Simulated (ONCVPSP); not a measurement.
# Configuration tests for Mg (ONCV)

magnesium, optimised norm-conserving Vanderbilt (ONCV), made with ONCVPSP 4.0.1 (PBEsol, scalar-relativistic). Core [He], reference 2s2 2p6 3s1 3p1. Waves: 2s+3s: rc 1.25 bohr, ncon 5, nbas 9, qcut 7.6 1/bohr, 2 projectors; 2p+3p: rc 1.10 bohr, ncon 5, nbas 9, qcut 12.6 1/bohr, 2 projectors; d scattering state at 0.19 Ha: rc 1.35 bohr, ncon 3, nbas 7, qcut 7.9 1/bohr, 2 projectors, debl 1.9 Ha. Local part: polynomial inside 0.85 bohr (lpopt 5, dvloc0 0 Ha). Core correction: Teter function, fcfact 3.25, rcfact 1.35.

Energies are relative to the spin-unpolarised reference configuration 2s2 2p6 3s1 3p1; without spin polarisation the order of configurations can differ from experiment.

```tsv
valence configuration	charge	ΔE all-electron (eV)	error AE − PS (meV)
2s2 2p6 3s2 3p0	0	-3.474	0.0
2s2 2p6 3s1 3p0	+1	4.446	+0.1
2s2 2p6 3s0 3p0	+2	19.262	-0.6
```

Q: What are ΔE and the potential's error for 2s1 2p6 3s2 3p0?

A: ΔE = 87.723 eV all-electron; the error (AE − PS) is -240 meV.

Levels in the configuration 2s1 2p6 3s2 3p0:

```tsv
level	all-electron (eV)	pseudo (eV)
2s	-103.374	-103.901
2p	-70.540	-70.703
3s	-14.167	-14.190
```
